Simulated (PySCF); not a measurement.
C5H3ClO2.
Atom-mapped SMILES: `[O:1]=[C:2]([Cl:3])[c:4]1[cH:5][cH:6][cH:7][o:8]1`

Structure used (GFN2-xTB), in Å, numbered top down from 1:
```xyz
11
C5H3ClO2 angstrom
O      2.7237    0.2516    0.9235
C      1.9902    0.3670   -0.0085
Cl     2.6043    0.9023   -1.5795
C      0.5705    0.1141   -0.0372
C     -0.2510   -0.3133    0.9889
C     -1.5407   -0.4027    0.4414
C     -1.4148   -0.0257   -0.8693
O     -0.1570    0.2841   -1.1620
H      0.0575   -0.5262    1.9913
H     -2.4379   -0.7030    0.9418
H     -2.1393    0.0546   -1.6564
```

Definitions: NICS(0) = −σiso at the ring centroid; NICS(1) = −σiso and NICS(1)zz = −σzz at ±1 Å along the ring normal z. Level: GIAO PBE0/pcSseg-1 (PySCF, non-relativistic, gas phase) on the GFN2-xTB geometry, one conformer.

Ring bond lengths (Å), with Mayer bond orders in brackets: C4–C5 1.382 (1.45), C5–C6 1.404 (1.33), C6–C7 1.370 (1.53), C7–O8 1.328 (1.15), O8–C4 1.350 (1.03).

**Question.** Give the NICS values of each ring in ppm.

**Answer.** 
| ring | type | NICS(0) | NICS(1), two faces | NICS(1)zz, two faces | rms pucker (Å) | centre to ring atoms, mean (Å) |
| --- | --- | --- | --- | --- | --- | --- |
| C4–C5–C6–C7–O8 | 5-membered ring with O; formal bonds all aromatic | -11.5 | -10.5 / -10.5 | -25.8 / -25.8 | 0.00 | 1.16 |

**Question.** What do they say, and how far can they be read as aromaticity?

**Answer.** 
- C4–C5–C6–C7–O8: mean NICS(1)zz -25.8 ppm, shielded, aromatic by this magnetic criterion (flat ring, no four-coordinate atom).

**Question.** How equal are the bonds by HOMA? HOMA = 1 − mean of α(R − Ropt)² over the ring bonds, with Krygowski's 1993 parameters (CC: Ropt 1.388 Å, α 257.7 Å⁻²; CO: Ropt 1.265 Å, α 157.38 Å⁻²).

**Answer.** 
- C4–C5–C6–C7–O8: HOMA 0.61; the largest term is that of O8–C4, α(R − Ropt)² = 1.15.

**Question.** What field does 7.05 T along the ring normal induce along that normal at the second NICS(1) probe listed for ring C4–C5–C6–C7–O8, 1 Å off the ring?

**Answer.** NICSzz × B0 = -25.8 ppm × 7.05 T = -182 μT, against the applied field.

**Question.** List the ring angles and the Hirshfeld charges of the ring atoms.

**Answer.** 
- C4–C5–C6–C7–O8: C4 109.7° (+0.031 e), C5 106.0° (-0.046 e), C6 105.7° (-0.074 e), C7 111.2° (+0.043 e), O8 107.3° (-0.044 e); sum 540.0° against 540° for a flat convex ring.

**Question.** How shielded are the nuclei of the rings and their hydrogens (means over atoms taken as equivalent)?

**Answer.** 
| atoms | environment | σ isotropic (ppm) |
| --- | --- | --- |
| C4 | substituted aromatic carbon | 35.3 |
| C5 | aromatic CH carbon | 56.7 |
| C6 | aromatic CH carbon | 66.1 |
| C7 | aromatic CH next to a ring oxygen | 32.4 |
| O8 | furan-type oxygen | 19.4 |
| H9 | aromatic hydrogen | 23.94 |
| H10 | aromatic hydrogen | 24.78 |
| H11 | aromatic hydrogen | 23.95 |
